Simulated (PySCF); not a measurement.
From computed data to an observable: oscillator strength and radiative lifetime

C4H5FO, SMILES C1[C@H]([C@@H]1C=O)F.

Geometry optimised at B3LYP-D3(BJ)/def2-SVP. Other conformers were not sampled.

TDDFT-PBE/def2-SVPD in PySCF 2.14.0 puts the first singlet state with f over 0.02 at 5.72 eV (vertical), with the transition dipole (0.430, -0.005, 0.110) in atomic units.

Problem. Find the oscillator strength, the wavelength and the radiative lifetime that this transition would have in vacuum if emission retraced absorption.

Solution. 
|μ|² = 0.1970 au, so |μ| = 1.13 D. ΔE = 5.72/27.211 = 0.2102 hartree. f = (2/3) ΔE |μ|² = 0.028 (the program prints 0.028).
λ = 1239.84/5.72 = 217 nm; ν = 46135 cm⁻¹.
Einstein's coefficient A = 0.6670 ν² f s⁻¹ (ν in cm⁻¹) = 3.9e7 s⁻¹, so τ = 1/A = 26 ns. This state is S2; the lower singlet has f = 0.000. The figure is the radiative limit of this one transition; relaxation, internal conversion, crossing to triplets and a medium change what is measured.
